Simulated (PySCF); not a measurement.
Molecule: TaH5, charge 0, multiplicity 1. SMILES: [TaH5]
Coordinates optimised at B3LYP-D3(BJ)/def2-TZVP (Ansatz):
```xyz
6

Ta     0.0187     0.0004     0.0012
H     -0.8738    -0.6370     1.3777
H     -0.8649     1.4146     0.5641
H     -0.7209    -1.4493    -0.6688
H     -0.7121     0.6023    -1.4824
H      1.8082     0.0395     0.1193
```
Charge 0, spin multiplicity 1.

Dispersion corrections to the total energy (kcal/mol) from the dftd3 and dftd4 libraries through PySCF: D3(BJ) without and D4 with the three-body term, each with the damping fitted for the functional named.

```tsv
functional	D3(BJ)	D4
PBE0	___	-1.24
BP86	-2.83	-1.95
BLYP	-3.66	-3.26
PBE	-1.60	-1.49
HF	-16.41	___
B2GP-PLYP	___	-0.61
HSE06	-1.13	-1.15
```

Q: What belongs in the gaps?

A: 
- PBE0, D3(BJ): -1.42
- HF, D4: -5.31
- B2GP-PLYP, D3(BJ): -1.67
